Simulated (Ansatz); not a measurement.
Program: Ansatz. Geometries: PBE0-D4/def2-TZVP. ΔE: electronic, gas phase. CBS: MP2 limit from def2 TZ/QZ plus the TZ coupled-cluster correction, frozen cores. Functionals use def2-TZVPP. B3LYP here is the variant with VWN-RPA as its local correlation; programs differ in this. For Ga outer-core shells are correlated without core-valence functions, which leaves a few kJ/mol of doubt a bond. Scalar relativity is left out up to krypton. One conformer a species, not always the lowest.

Consider the formal exchange of groups at the Si–Ga bond: `N[SiH2][Ga]([F])[SiH3]` + `N=C(N)F` → `N=C(N)[SiH2]N` + `[F][Ga]([F])[SiH3]`.

| level | ΔE (kJ/mol) | difference from CCSD(T)/CBS |
| --- | --- | --- |
| PBE-D4 | -95.5 | 25.7 |
| r2SCAN-D4 | -105.9 | 15.3 |
| PBE0-D4 | -97.5 | 23.7 |
| B3LYP-D4 | -108.8 | 12.4 |
| ωB97X-V | -110.9 | 10.3 |
| ωB97M-V | -113.0 | 8.2 |
| B2PLYP | -118.0 | 3.2 |
| PBE | -93.7 | 27.5 |
| r2SCAN | -105.5 | 15.7 |
| PBE0 | -96.2 | 25.0 |
| B3LYP | -105.9 | 15.3 |
| HF/def2-TZVPP | -112.5 | 8.7 |
| MP2/def2-TZVPP | -132.2 | -11.0 |
| SCS-MP2/def2-TZVPP | -129.5 | -8.3 |
| CCSD/def2-TZVPP | -117.6 | 3.6 |
| CCSD(T)/def2-TZVPP | -119.1 | 2.1 |
| HF/def2-QZVPP | -116.0 | 5.2 |
| MP2/def2-QZVPP | -134.7 | -13.5 |
| SCS-MP2/def2-QZVPP | -132.7 | -11.5 |
| HF/CBS(def2) | -116.5 | 4.7 |
| MP2/CBS(def2) | -134.3 | -13.1 |
| CCSD/CBS(def2) | -119.7 | 1.5 |
| CCSD(T)/CBS | -121.2 | 0 |

Largest T1 diagnostic among the species: 0.015.

In def2-TZVPP, CCSD(T) changes the Hartree–Fock value by −6.6 kJ/mol (the triples alone add −1.5 kJ/mol) and MP2 by −19.7 kJ/mol.
